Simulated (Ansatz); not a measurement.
`C[SiH](F)CF` + `N[SiH2]F` → `C[SiH](F)N[SiH2]F` + fluoromethane  (ligand exchange at the Si–C bond)

Gas-phase electronic energies from Ansatz, PBE0-D4/def2-TZVP geometries. CCSD(T)/CBS is the MP2 limit (def2-TZVPP, def2-QZVPP) plus CCSD(T) − MP2 in def2-TZVPP, frozen cores. This one scheme is used for every species. DFT in def2-TZVPP. One conformer a species, not always the lowest.

```json
{"level": "PBE0-D4", "ΔE (kcal/mol)": "-21.5"}
{"level": "B2PLYP", "ΔE (kcal/mol)": "-22.3"}
{"level": "CCSD(T)/def2-TZVPP", "ΔE (kcal/mol)": "-23.1"}
{"level": "CCSD/CBS(def2)", "ΔE (kcal/mol)": "-22.9"}
```

**Question.** What does CCSD(T)/CBS give? (Estimate.)

**Answer.** Computed: -22.9 kcal/mol. The listed levels differ from it by 1.4, 0.6, -0.2, 0.0 kcal/mol.

Largest T1 diagnostic among the species: 0.011.

The D4 term adds −1.2 kcal/mol with B3LYP and −0.7 kcal/mol with PBE0; it sums over pairs of atoms, weighted by their polarisabilities, and B3LYP, whose exchange is more repulsive, gets the larger term. From PBE to PBE0 (25 % exact exchange), in def2-TZVPP and without D4, ΔE moves by −1.4 kcal/mol.

B3LYP here is the variant with VWN-RPA as its local correlation; programs differ in this.
